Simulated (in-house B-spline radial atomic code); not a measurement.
Settings and results of a run for Rh V (Rh4+). Level of theory: non-relativistic revTPSS, spin-polarised, spherical fractional occupations, point nucleus; calculated with a B-spline radial code for spherical atoms.

Command:
```bash
python run_scf.py task.json out
```
Settings:
```
Z                45
configuration    [Kr] 4d5
hamiltonian      nr
method           revtpss,revtpss
spin_polarised   True
```

Output (hartree, bohr):
```
 radial grid: 50 intervals, B-splines of order 8, outer radius 22.1277 bohr

 iter        energy (Eh)    residual
    1       -4683.307052    6.69e-02
    2       -4683.310481    2.46e-03
    3       -4683.310524    8.69e-04
    4       -4683.310525    3.56e-04
    5       -4683.310526    4.99e-05
    6       -4683.310526    1.19e-05
    7       -4683.310526    2.31e-06
    8       -4683.310526    3.65e-07

 total energy                     -4683.31053
 kinetic                            4681.3361
 electron-nucleus                 -11070.5788
 Hartree                            1839.4954
 exchange-correlation               -133.5632

 orbital      occ     eigenvalue          <r>       <r^2>       <1/r>       r_max
 1s up      1.000      -825.1400    0.0338324  0.00153148     44.4998     0.02239
 1s down    1.000      -825.1403    0.0338324  0.00153148     44.4998     0.02239
 2s up      1.000      -119.0924     0.147186   0.0254587     10.0853      0.1246
 2s down    1.000      -119.0599     0.147166   0.0254522     10.0873      0.1246
 2p up      3.000      -110.4261     0.126008    0.019331     10.0762     0.09794
 2p down    3.000      -110.4013     0.125987   0.0193244     10.0777     0.09793
 3s up      1.000       -22.8876     0.402518    0.185205     3.55713      0.3625
 3s down    1.000       -22.8746     0.402406    0.185045     3.55666      0.3626
 3p up      3.000       -19.4655     0.395765    0.181817     3.46738      0.3496
 3p down    3.000       -19.4463     0.395613    0.181602     3.46704      0.3497
 3d up      5.000       -13.2207     0.369931    0.163397     3.30536      0.2916
 3d down    5.000       -13.1848     0.369713    0.163083     3.30553      0.2918
 4s up      1.000        -4.8447     0.996629     1.12066     1.36322      0.9045
 4s down    1.000        -4.6806     0.992893     1.11328     1.37125      0.9001
 4p up      3.000        -3.7898      1.06486      1.2895     1.26009      0.9489
 4p down    3.000        -3.6167      1.06247     1.28618      1.2664      0.9427
 4d up      5.000        -2.0904      1.28748     1.92857     1.01866       1.081
```

Time taken, with all properties: 0.18 s on 1 thread of Intel(R) Xeon(R) 6975P-C, with other jobs on the host.
